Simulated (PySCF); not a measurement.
2,3-dihydrothiophene (C4H6S), SMILES C1=CSCC1.

Geometry optimised at PBE-D3(BJ)/def2-SVP. The values are those of a single conformer.

Calculation: TDA-PBE/def2-SVPD (PySCF 2.14.0).

Vertical excitations. 

Q: Estimate the UV-visible absorptions. (Estimate from the structure and the level; the computed values follow.)

A: 
| state | energy (eV) | λ (nm) | f | main pairs |
|---|---|---|---|---|
| S1 | 4.44 | 279 | 0.004 | HOMO→LUMO+1 82 %, HOMO→LUMO 17 % |
| S2 | 4.92 | 252 | 0.066 | HOMO→LUMO+2 53 %, HOMO→LUMO 33 % |
| S3 | 5.01 | 248 | 0.060 | HOMO→LUMO+2 47 %, HOMO→LUMO 36 %, HOMO→LUMO+1 9 % |
| S4 | 5.65 | 219 | 0.023 | HOMO→LUMO+3 93 % |
| S5 | 5.74 | 216 | 0.031 | HOMO→LUMO+4 99 % |
| S6 | 5.84 | 212 | 0.005 | HOMO→LUMO+5 98 % |
| S7 | 6.06 | 205 | 0.007 | HOMO→LUMO+6 95 % |
| S8 | 6.40 | 194 | 0.002 | HOMO→LUMO+7 99 % |
| S9 | 6.58 | 188 | 0.019 | HOMO→LUMO+8 99 % |
| S10 | 6.96 | 178 | 0.003 | HOMO−1→LUMO+1 58 %, HOMO−1→LUMO 28 % |
| T1 | 3.37 | 368 | 0 | HOMO→LUMO 96 % |
| T2 | 4.13 | 301 | 0 | HOMO→LUMO+1 98 % |
| T3 | 4.85 | 255 | 0 | HOMO→LUMO+2 99 % |
| T4 | 5.34 | 232 | 0 | HOMO→LUMO+3 97 % |
Triplets are in the Tamm–Dancoff approximation.
